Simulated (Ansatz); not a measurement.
Geometry optimisation, Ansatz 0.2.0, RKS BLYP/def2-SVP.

Input file:

```yaml
crystal:
  periodic: [false, false, false]
  atoms:
    - { symbol: F, position_ang: [0.36066, -2.22188, 0.86145] }
    - { symbol: B, position_ang: [0.22524, -0.99332, 0.41694] }
    - { symbol: O, position_ang: [1.0016, 0.07463, 0.48459] }
    - { symbol: Si, position_ang: [-0.50955, 0.52787, -0.4197] }
    - { symbol: H, position_ang: [-0.01187, 0.99085, -1.70762] }
    - { symbol: H, position_ang: [-1.06608, 1.62185, 0.36435] }
basis:
  gaussian: { orbitals: def2-SVP }
hamiltonian:
  xc: blyp
relax:
  f_tol: 0.02
  max_steps: 50
```

Command:

```bash
$ ansatz run input.yaml --threads 1 --pin off --max-ram 2048MiB --backend cpu --events-out ev --progress --plain --runs-dir out
```

Question: Where does it end, and by what steps?

Answer: The forces met the threshold. After 6 steps the energy has fallen by 0.142 eV; H5 moved furthest, 0.10 Å.

| step | energy less start (eV) | largest force component (eV/Å) | accepted |
| --- | --- | --- | --- |
| 0 | 0.0000 | 0.852 | yes |
| 1 | -0.1339 | 0.451 | yes |
| 2 | -0.1410 | 0.114 | yes |
| 3 | -0.1414 | 0.047 | yes |
| 4 | -0.1415 | 0.058 | yes |
| 5 | -0.1416 | 0.025 | yes |
| 6 | -0.1417 | 0.005 | yes |

```xyz
6
Properties=species:S:1:pos:R:3
F 0.349 -2.274 0.870
B 0.243 -1.027 0.436
O 1.061 0.035 0.529
Si -0.429 0.574 -0.393
H -0.076 1.024 -1.777
H -1.148 1.668 0.334
```

Whether the end is a true minimum wasn't checked by a vibrational analysis.

The run took 15 s on 1 thread of Arm Neoverse V2, on a shared host, peak memory 0.15 GiB.
